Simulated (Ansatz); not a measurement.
Cost and result for the atomization energy of `O[SiH2]/C=C\[SiH](O)F` (14 atoms, 13 bonds).

```xyz
14

O    -0.7505   -0.7899    1.6989
Si    0.4318   -1.5144    0.7723
C     0.2094   -0.9950   -1.0011
C    -0.0080    0.2233   -1.5115
Si   -0.1308    1.8588   -0.6304
O    -0.0044    1.7397    0.9797
F    -1.5365    2.4837   -1.0687
H    -0.8762   -1.1217    2.5897
H     1.7754   -1.1511    1.2948
H     0.2760   -2.9913    0.8538
H     0.2670   -1.8278   -1.7060
H    -0.1151    0.2895   -2.5973
H     0.9093    2.8017   -1.0907
H    -0.4475    0.9945    1.4164
```

Charge 0, multiplicity 1. The structure was optimised at the PBE0-D4/def2-TZVP level. It is one conformer, not always the lowest. Program: Ansatz. All runs use 2 threads of an AMD EPYC 7R13 on a shared host and a share of an NVIDIA H100 80 GB. Times are those of one run each, without the atoms' runs, and a repeat can differ threefold. Electronic energies, without spin–orbit coupling; frozen cores. CCSD(T)/CBS adds CCSD(T) − MP2 in def2-TZVPP to the MP2 limit, and its time is that of the two runs behind it. T1 = 0.012; the RHF reference is unstable towards UHF. B3LYP takes the VWN-RPA correlation (the form of Gaussian; ORCA's B3LYP/G).

CCSD(T)/CBS is a level of theory with its own doubt, some kJ/mol a heavy atom from the limit and from the frozen cores, so smaller differences don't rank the functionals.

| level | functions | wall time |
| --- | --- | --- |
| PBE0-D4/def2-TZVPP | 337 | 2.2 s |
| r2SCAN-D4/def2-TZVPP (with forces) | 337 | 2.4 s |
| PBE-D4/def2-TZVPP (with forces) | 337 | 2.7 s |
| B3LYP-D4/def2-TZVPP (with forces) | 337 | 2.7 s |
| B2PLYP/def2-TZVPP | 337 | 3.6 s |
| ωB97X-V/def2-TZVPP | 337 | 4.2 s |
| ωB97M-V/def2-TZVPP (with forces) | 337 | 4.8 s |
| MP2/def2-QZVPP | 635 | 6.5 s |
| CCSD(T)/def2-TZVPP | 337 | 11 s |
| CCSD(T)/CBS(def2) | – | 17 s |

Task: What atomization energy does each give, and how far from CCSD(T)/CBS? (Best estimate.)

Result: The calculation gave: 
```tsv
level	atomization (kcal/mol)	difference from CCSD(T)/CBS	per bond
PBE0-D4/def2-TZVPP	1317.3	-14.4	-1.1
r2SCAN-D4/def2-TZVPP (with forces)	1328.3	-3.4	-0.3
PBE-D4/def2-TZVPP (with forces)	1342.5	10.8	0.8
B3LYP-D4/def2-TZVPP (with forces)	1322.5	-9.2	-0.7
B2PLYP/def2-TZVPP	1311.5	-20.2	-1.6
ωB97X-V/def2-TZVPP	1329.0	-2.7	-0.2
ωB97M-V/def2-TZVPP (with forces)	1329.9	-1.8	-0.1
MP2/def2-QZVPP	1346.8	15.1	1.2
CCSD(T)/def2-TZVPP	1293.7	-38.0	-2.9
CCSD(T)/CBS(def2)	1331.7	0.0	0.0
```

The D4 term adds +14.2 kcal/mol with B3LYP and +7.6 kcal/mol with PBE0; it sums over pairs of atoms, weighted by their polarisabilities, and B3LYP, whose exchange is more repulsive, gets the larger term. In def2-TZVPP, CCSD(T) changes the Hartree–Fock value by +323.6 kcal/mol (the triples alone add +20.2 kcal/mol) and MP2 by +353.8 kcal/mol; breaking electron pairs costs correlation energy, which Hartree–Fock lacks. From PBE to PBE0 (25 % exact exchange), in def2-TZVPP and without D4, the atomization energy moves by −23.9 kcal/mol: exact exchange takes away binding that semilocal exchange gives to molecules.
